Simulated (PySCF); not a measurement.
MoH₃, SMILES [MoH3] (connectivity only; charge and spin as stated), neutral, multiplicity 4.

The structure is a stationary point at PBE-D3(BJ)/def2-TZVPD. The geometry has at least one imaginary mode, so it is a saddle point at that level. The multiplicity is an assumed one; other spin states were not compared. The def2 effective core potentials stand for the cores of Mo; spin–orbit coupling is left out.

Calculation: PBE-D3(BJ)/def2-TZVPD (PySCF).

Frequencies are harmonic and unscaled.

Modes within 1.5 cm⁻¹ of each other (mostly degenerate sets) share a row, with their intensities summed.

```
mode  ν (cm⁻¹)  IR (km/mol)  moving atoms (share of kinetic energy)
----  --------  -----------  --------------------------------------
1         394i        185.1                                  H 97 %
2–3        879         81.4                                  H 99 %
4–6       1832        460.4                                  H 98 %
```
